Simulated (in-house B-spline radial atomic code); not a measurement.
**The arsenic ion As⁴⁺: [Ar] 3d10 4s1**

Level of theory: Dirac-Kohn-Sham RPBE, spherical fractional occupations, Fermi nucleus of rms radius 4.0968 fm; calculated with an all-electron radial atomic-structure program (B-spline basis).

Z_r = [3n² - l(l+1)]/(2<r>); Z_e = n√(-2ε); the last column is Slater's effective charge. Values are occupation-weighted means over j.

```tsv
shell	electrons	ε (eV)	<r> (bohr)	Z_r	Z_e	Slater
1s	2	-11768	0.04549	32.98	29.41	32.70
2s	2	-1536.8	0.2024	29.64	21.26	28.85
2p	6	-1353.8	0.1771	28.23	19.95	28.85
3s	2	-240.56	0.5975	22.60	12.61	21.75
3p	6	-183.88	0.6157	20.30	11.03	21.75
3d	10	-90.476	0.6663	15.76	7.74	11.85
4s	1	-56.661	1.682	14.27	8.16	7.70
```

The least bound orbital is 4s1/2 at -56.66 eV, and it is also the most diffuse (<r> = 1.682 bohr).

Spin-orbit splittings of the orbital energies (j = l + 1/2 above j = l - 1/2 when positive): 2p 36.57 eV, 3p 5.029 eV, 3d 0.7401 eV.

For the 1s electron the small component carries 1.43 % of the norm, the zero-frequency Breit interaction raises the level by 17.86 eV, self-energy by 9.327 eV, and vacuum polarisation lowers it by 0.9169 eV.
